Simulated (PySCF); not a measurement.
# Trend along the chalcogens: MSi molecules

CCSD(T) with double-zeta basis sets in PySCF, for the lowest determinant that a PBE0 search found; no spin–orbit coupling. De refers to high-spin ground-configuration atoms.

```csv
M,basis,"reference, frozen orbitals",state (unpaired electrons),Re (Å),ωe (cm⁻¹),De (eV)
O,def2-SVP,"RHF, 6",singlet (closed shell),1.537,1206,7.39
S,x2c-SVPall,"RHF, 10",singlet (closed shell),1.951,748,5.67
Se,x2c-SVPall,"RHF, 14",singlet (closed shell),2.080,576,5.10
Te,x2c-SVPall,"RHF, 23",singlet (closed shell),2.298,479,4.28
```

Problem. By what factor does the harmonic wavenumber vary along the series?

Solution. At CCSD(T) it runs from 479 cm⁻¹ (SiTe) to 1206 cm⁻¹ (SiO), a factor of 2.52.

The rows differ in basis set, which adds steps of its own.

Relativity is treated differently too: O no relativity; S spin-free X2C; Se spin-free X2C; Te spin-free X2C.

Down a group bonds as a rule get longer and wavenumbers fall, partly through the reduced mass; this series shows no clear exception.

Correlated steps freeze the inner cores (6 to 23 orbitals); shallow outer-core shells are correlated. Correlated levels converge slowly with the basis: in double zeta they bind strong bonds too weakly, by up to about 1 eV, and carry superposition errors of some tenths. Spin–orbit coupling is left out, which matters for elements this heavy, above all for dissociation energies. Where the molecule has an RHF reference, its open-shell atoms are computed with UHF. The CCSD T1 diagnostic is raised in SiO, SiS, SiTe, a sign that a single reference may not be enough there.
